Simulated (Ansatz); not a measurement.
PbI₂. Charge 0, multiplicity 1. Geometry PBE0-D4/def2-SVP, basis def2-TZVP, Ansatz.

```xyz
3

Pb   -1.172    0.111    0.220
I     0.196   -1.850   -1.287
I     0.977    1.740    1.067
```

```csv
run,HOMO (eV),LUMO (eV)
A,-9.20,-1.69
B,-7.24,-3.31
C,-7.43,-3.28
D,-9.58,-1.48
E,-6.17,-3.88
```

In the def2 sets I, Pb take a core potential; there is no spin–orbit coupling. LC-ωPBE has ω = 0.4 bohr⁻¹. The structure comes from a short search, and lower isomers may exist.

Question: The runs used LC-ωPBE, PBE, PBE0, r2SCAN0, ωB97M-V. Estimate which is which.

Answer: A ωB97M-V (range-separated); B PBE0 (25 % exact exchange); C r2SCAN0 (25 % exact exchange); D LC-ωPBE (range-separated); E PBE (0 % exact exchange). Exact exchange lowers occupied and raises empty levels; among semilocal functionals meta-GGAs tend to open the gap a little, and such runs are hard to tell apart. The gap grows from 2.29 eV (PBE) to 8.11 eV (LC-ωPBE).
